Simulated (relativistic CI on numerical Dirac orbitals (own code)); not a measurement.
# Hyperfine structure of Mg, mass number 25

Method of calculation: Dirac-Coulomb-Breit CI, orbitals from a KLI potential per configuration, model QED (radiative potential, 1s self-energy scaled to tabulated hydrogen-like ionisation energies), valence Slater integrals scaled by 0.85, P86 correlation energy added to each configuration (own radial code, finite nucleus).

Configurations in the expansion (outside the closed core [Ne]): 3s², 3s3p, 3s4s, 3s3d, 3s4p, 3s5s, 3s4d, 3s5p, 3s4f, 3s6s, 3s5d, 3s6p, 3s5f, 3p², 3d², 3p4s. Levels of other configurations are missing.

Nuclear spin I = 5/2, μ = -0.85533 μN, Q = 0.199 b (tables of Stone and Pyykkö). The electronic factors are computed for point nuclear moments, without core polarisation; leaving it out makes A of s and p electrons in near-neutral atoms 20 to 40 % too small, and it can dominate for d and f shells.

```csv
Level,E (eV),A (MHz),B (MHz)
3s3p ³P°1,2.5558,-135.5,-6.36
3s3p ³P°2,2.5604,-121.7,12.6
3s3p ¹P°1,4.4869,-9.946,5.87
3s4s ³S1,5.1004,-298.1,1.19e-06
3s3d ¹D2,5.7258,-4.02,4.75
3s3d ³D3,5.9293,-90,0.133
3s3d ³D2,5.9293,-45.32,0.0663
3s3d ³D1,5.9293,134.5,0.0464
```

Levels with J = 0, under 50 % of one LS term, or S terms without an open s electron are left out. Small factors come from cancelling terms and can be off by tens of per cent or more.

Correlation outside the listed configurations is missing or only estimated: errors of thousands of cm⁻¹ between configurations and terms are usual at this charge. Rates and lifetimes follow the computed energies and can be off by large factors. The fine structure of a lone outer electron comes out too small, for d and f at times inverted, and misplaced configurations move strength between like terms. 45 of the 45 excited levels that our extract of the measured tables holds in this range could be paired (the sources list more); they are missed by 897 cm⁻¹ on average and 2151 at most, and levels without a partner can miss by more.

Task: Give the hyperfine levels of 3s3p ³P°1 relative to its centre of gravity.

Result: With K = F(F + 1) − I(I + 1) − J(J + 1), E = AK/2 + B[¾K(K + 1) − I(I + 1)J(J + 1)]/[2I(2I − 1)J(2J − 1)]: F = 3/2: 469.6, F = 5/2: 140.5, F = 7/2: -340.2 MHz.
